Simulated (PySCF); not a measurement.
**An excited-state table with gaps**

Compound: C₅H₉N₂O (charge +1).
SMILES: `c1c([nH]c[nH+]1)COC`

Computed with PySCF 2.14.0, density-fitted response routines, TDDFT CAM-B3LYP/def2-SVPD, vertical, gas phase, core orbitals frozen in the response. The structure is a single GFN2-xTB conformer in the gas phase; no vibrational or solvent corrections. Torsions of this conformer, `[CH3:1][O:2][CH2:3][c:4]1[cH:5][nH+:6][cH:7][nH:8]1`: C1–O2–C3–C4 180°, O2–C3–C4–C5 180°.

Lowest singlets, with some entries withheld (?).

```csv
state,E (eV),f,"main configurations (H = HOMO, L = LUMO)"
S1,6.13,0.160,"H→L (74%), H-1→L (23%)"
S2,6.80,0.020,"H-1→L (68%), H→L (19%), H→L+1 (10%)"
S3,7.03,0.070,H→L+1 (83%)
S4,?,?,?
S5,?,?,?
S6,7.64,0.078,"H-1→L+1 (82%), H-3→L (11%)"
S7,8.05,0.0017,"H→L+4 (56%), H→L+5 (14%), H-1→L+3 (10%)"
S8,8.34,0.0042,"H-2→L (32%), H-1→L+3 (31%), H→L+4 (15%)"
```

Supply the missing values.

- S4: E = 7.32 eV; f = 0.0009; H→L+2 (60%), H→L+3 (18%), H-1→L+2 (12%)
- S5: E = 7.62 eV; f = 0.0018; H-1→L+2 (41%), H→L+3 (39%)

How far apart are S2 and S3, in eV and cm⁻¹?

7.026 − 6.795 = 0.231 eV, or about 1860 cm⁻¹.

What is the mean static polarisability from the same response equations?

70.6 au (10.47 Å³), with principal values 48.5, 72.0 and 91.4 au.

Where do the lowest triplets lie (Tamm–Dancoff)?

T1 4.40 eV, H-1→L (55%), H→L (40%); T2 5.06 eV, H-1→L+1 (53%), H→L+1 (41%); T3 6.54 eV, H-3→L (80%). E(S1) − E(T1) = +1.73 eV.

Time: 76 s. Hardware: one thread of an x86-64 server, shared host.
